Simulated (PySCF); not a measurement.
trifluoroacetic acid (C2HF3O2), SMILES O=C(O)C(F)(F)F.

Geometry optimised at PBE-D3(BJ)/def2-SVP. The values are those of a single conformer.

Two levels are set side by side: PBE/def2-TZVP (PySCF) and CAM-B3LYP/def2-TZVP (PySCF). Same geometry, gas phase. Differences are taken from unrounded values.

```tsv
quantity	CAM-B3LYP
orbital gap (eV)	10.69
highest occupied level (eV)	-10.82
lowest empty level (eV)	-0.13
dipole moment (D)	2.23
mean polarisability (bohr³)	32.5
```

**Question.** What does PBE give, and how far is it from CAM-B3LYP? (An estimate is asked for; the answer gives what the named calculation found.)

**Answer.** 
| quantity | PBE | PBE minus CAM-B3LYP |
|---|---|---|
| orbital gap (eV) | 5.08 | -5.62 |
| highest occupied level (eV) | -7.48 | 3.34 |
| lowest empty level (eV) | -2.40 | -2.27 |
| dipole moment (D) | 2.14 | -0.09 |
| mean polarisability (bohr³) | 34.3 | 1.8 |

PBE's occupied levels lie high since its potential decays too fast outside the molecule; exact exchange lowers them and widens the gap. Loosely held outer electrons make PBE densities more polarisable. Differences between two approximate levels are no errors against the true value.

Rough cost on one machine, each run with all the roots and properties that it gave: CAM-B3LYP against PBE within a factor of 2.
